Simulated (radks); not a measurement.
Values are calculated unless marked as measured or tabulated.
Radial electron density D(r) = 4 pi r^2 rho(r) of an atom or ion with 12 electrons. Code: a radial shooting solver on a logarithmic mesh with Libxc functionals. Model: Dirac Kohn-Sham, LDA (Slater exchange, Perdew-Wang correlation), spin-unpolarised, spherical densities, point nucleus.

| r (bohr) | D(r) (e/bohr) |
|---|---|
| 0.005016 | 0.7451 |
| 0.006326 | 1.133 |
| 0.008042 | 1.727 |
| 0.01014 | 2.561 |
| 0.01289 | 3.778 |
| 0.01626 | 5.381 |
| 0.0205 | 7.452 |
| 0.02607 | 10.06 |
| 0.03287 | 12.86 |
| 0.04179 | 15.64 |
| 0.0527 | 17.65 |
| 0.067 | 18.36 |
| 0.08449 | 17.37 |
| 0.1066 | 15.10 |
| 0.1355 | 12.70 |
| 0.1708 | 11.94 |
| 0.2172 | 13.53 |
| 0.2739 | 16.20 |
| 0.3482 | 17.49 |
| 0.4391 | 15.40 |
| 0.5537 | 10.61 |
| 0.7039 | 5.569 |
| 0.8877 | 2.811 |
| 1.128 | 2.027 |
| 1.423 | 1.734 |
| 1.809 | 1.057 |
| 2.282 | 0.3913 |
| 2.877 | 0.07796 |
| 3.658 | 0.006690 |
| 4.613 | 0.0002465 |

What is the nuclear charge?

Answer. Z = 16. The innermost maximum, from 1s, lies near gamma/Z bohr with gamma = sqrt(1 - (Z/c)^2) = 0.993, here 0.0621 bohr (found: 0.0654), and its height grows with Z. The density is that of the sulfur ion S4+ in [Ne] 3s2; the configuration itself is not fixed sharply by these data, and Z only to about a unit. D(r) has 2 maxima, at r = 0.0654, 0.340 bohr, and minima at 0.164 bohr, inside which lie 2.18 electrons.
